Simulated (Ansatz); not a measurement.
Calculated with Ansatz (gas phase, PBE0-D4/def2-TZVP geometries, no zero-point term in ΔE). CCSD(T)/CBS adds triple-zeta CCSD(T) − MP2 to the extrapolated MP2 energy (def2 sets, frozen cores). DFT in def2-TZVPP. B3LYP here is the variant with VWN-RPA as its local correlation; programs differ in this. For Ge outer-core shells are correlated without core-valence functions, which leaves a few kJ/mol of doubt a bond. Scalar relativity is left out up to krypton. One conformer a species, not always the lowest.

Reaction (isomerisation): `C[O][GeH]([NH2])[Cl]` → `[CH3][Ge]([NH2])([OH])[Cl]`

| level | ΔE (kcal/mol) | difference from CCSD(T)/CBS |
| --- | --- | --- |
| PBE0-D4 | -25.5 | 0.9 |
| PBE | -24.8 | 1.6 |
| PBE0 | -25.3 | 1.1 |
| B3LYP | -23.9 | 2.5 |
| MP2/def2-TZVPP | -27.6 | -1.2 |
| SCS-MP2/def2-TZVPP | -25.6 | 0.8 |
| MP2/def2-QZVPP | -27.9 | -1.5 |
| SCS-MP2/def2-QZVPP | -26.0 | 0.4 |
| HF/CBS(def2) | -22.3 | 4.1 |
| CCSD/CBS(def2) | -26.2 | 0.2 |
| CCSD(T)/CBS | -26.4 | 0 |

Largest T1 diagnostic among the species: 0.011.

In def2-TZVPP, CCSD(T) changes the Hartree–Fock value by −3.2 kcal/mol (the triples alone add −0.2 kcal/mol) and MP2 by −5.1 kcal/mol.
